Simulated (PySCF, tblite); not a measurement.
Species: C₅H₁₁N₃Si.
Z-matrix (Å and degrees, GFN2-xTB geometry), rows numbered from 1:
```
C 
C   1  1.4813
C   2  1.3766  1  131.57
N   3  1.3489  2  108.20  1   179.92
N   4  1.2718  3  109.08  2    -0.10
N   5  1.3458  4  109.52  3    -0.01
Si  6  1.7731  2  134.35  1     2.24
C   7  1.8960  6  106.44  2   103.33
C   7  1.8918  6  105.62  2  -135.68
H   1  1.0870  2  109.60  3     3.44
H   1  1.0896  2  110.42  3  -116.49
H   1  1.0893  2  110.63  3   123.71
H   3  1.0704  2  129.97  1     0.05
H   7  1.4699  6  105.35  2   -15.81
H   8  1.0869  7  110.50  6    56.39
H   8  1.0852  7  111.24  6   176.25
H   8  1.0868  7  111.76  6   -63.34
H   9  1.0864  7  110.24  6   -50.26
H   9  1.0865  7  111.51  6    69.11
H   9  1.0854  7  111.38  6  -170.43
```

Theory: PBE0/pcSseg-1 in PySCF (dipole) on a GFN2-xTB geometry, gas phase.

Take the most abundant isotopes and a rigid rotor. The values belong to one conformer with, in the numbering `[CH3:1][c:2]1[cH:3][n:4][n:5][n:6]1[SiH:7]([CH3:8])[CH3:9]`, N5–N6–Si7–C8 -74°.

Q: Give the principal moments of inertia and the rotational constants in GHz.

A: Ia = 237.90, Ib = 481.67, Ic = 564.07 u·Å²; 505379 MHz·u·Å²/I gives 2124, 1049 and 895.9 MHz, that is A = 2.1243, B = 1.0492, C = 0.8959 GHz.

Q: What kind of rotor is it?

A: An asymmetric top: κ = (2 × 1049 − 2124 − 895.9)/(2124 − 895.9) = -0.75.

Q: What does the inertial defect say?

A: Not planar: Δ = Ic − Ia − Ib = -155.50 u·Å². For a rigid frame Δ = −2 Σ m c², so Σ m c² = 77.75 u·Å² lies off the ab plane: 22.49 from hydrogen and 55.26 from heavier atoms. The atom farthest from that plane is 2.29 Å away.

Q: Give the other two planar moments, Paa and Pbb, and the rms extents of the mass along the axes.

A: Paa = Σ m a² = (Ib + Ic − Ia)/2 = 403.92 and Pbb = Σ m b² = (Ia + Ic − Ib)/2 = 160.15 u·Å². With the mass M = 141.07 u, the rms extents √(P/M) along a, b and c are 1.69, 1.07, 0.74 Å.

Q: List the rotational levels J(Ka,Kc) to J = 3 (MHz).

A: Above 0(0,0):
J = 1: 1(0,1) 1945, 1(1,1) 3020, 1(1,0) 3174
J = 2: 2(0,2) 5820, 2(1,2) 6757, 2(1,1) 7217, 2(2,1) 10442, 2(2,0) 10458
J = 3: 3(0,3) 11596, 3(1,3) 12354, 3(1,2) 13272, 3(2,2) 16278, 3(2,1) 16353, 3(3,1) 22046, 3(3,0) 22047
The levels of one J sum to (2J + 1)J(J + 1)(A + B + C)/3.

Q: Which lines would a microwave search look for?

A: The dipole components are |μa| = 1.68 D, |μb| = 4.07 D, |μc| = 0.75 D. The squared components, which scale the intensities, stand as 0.17 : 1.00 : 0.03 (a : b : c). Some lines, for components of 0.1 D or more:

```json
{"type": "c", "branch": "Q", "J(Ka,Kc)": "2(1,2) ← 2(0,2)", "MHz": "937", "lower level (cm⁻¹)": "0.194"}
{"type": "c", "branch": "Q", "J(Ka,Kc)": "1(1,1) ← 1(0,1)", "MHz": "1075", "lower level (cm⁻¹)": "0.065"}
{"type": "b", "branch": "Q", "J(Ka,Kc)": "1(1,0) ← 1(0,1)", "MHz": "1228", "lower level (cm⁻¹)": "0.065"}
{"type": "b", "branch": "Q", "J(Ka,Kc)": "2(1,1) ← 2(0,2)", "MHz": "1397", "lower level (cm⁻¹)": "0.194"}
{"type": "a", "branch": "R", "J(Ka,Kc)": "1(0,1) ← 0(0,0)", "MHz": "1945", "lower level (cm⁻¹)": "0.000"}
{"type": "b", "branch": "R", "J(Ka,Kc)": "2(0,2) ← 1(1,1)", "MHz": "2800", "lower level (cm⁻¹)": "0.101"}
{"type": "c", "branch": "Q", "J(Ka,Kc)": "2(2,1) ← 2(1,1)", "MHz": "3225", "lower level (cm⁻¹)": "0.241"}
{"type": "b", "branch": "Q", "J(Ka,Kc)": "2(2,0) ← 2(1,1)", "MHz": "3241", "lower level (cm⁻¹)": "0.241"}
{"type": "a", "branch": "R", "J(Ka,Kc)": "2(1,2) ← 1(1,1)", "MHz": "3737", "lower level (cm⁻¹)": "0.101"}
{"type": "a", "branch": "R", "J(Ka,Kc)": "2(0,2) ← 1(0,1)", "MHz": "3875", "lower level (cm⁻¹)": "0.065"}
{"type": "b", "branch": "R", "J(Ka,Kc)": "2(1,2) ← 1(0,1)", "MHz": "4812", "lower level (cm⁻¹)": "0.065"}
{"type": "c", "branch": "R", "J(Ka,Kc)": "2(1,1) ← 1(0,1)", "MHz": "5272", "lower level (cm⁻¹)": "0.065"}
{"type": "c", "branch": "R", "J(Ka,Kc)": "2(2,1) ← 1(1,1)", "MHz": "7422", "lower level (cm⁻¹)": "0.101"}
```

Q: Estimate the classical rotational partition function at 25 K, 200 K and 500 K.

A: Point group C1, symmetry number σ = 1; q = (√π/σ)·√((kT/h)³/(ABC)), k/h = 20836.6 MHz/K: 14900 at 25 K, 337000 at 200 K, 1330000 at 500 K.

Its lowest GFN2-xTB frequency is 18i cm⁻¹, too small to tell a flat minimum from a shallow saddle. These are rigid-rotor constants of the computed structure; measured ground-state constants (B0) also hold zero-point vibration. A rigid rotor knows nothing of internal rotation, which can split or shift real lines. Quadrupole hyperfine structure (14N) is left out.

Cost: about 1.9 min of CPU time on one thread; the machine was shared, so the figure is rough. This is the PBE0/pcSseg-1 job that gave the dipole, with the shieldings it also computed.
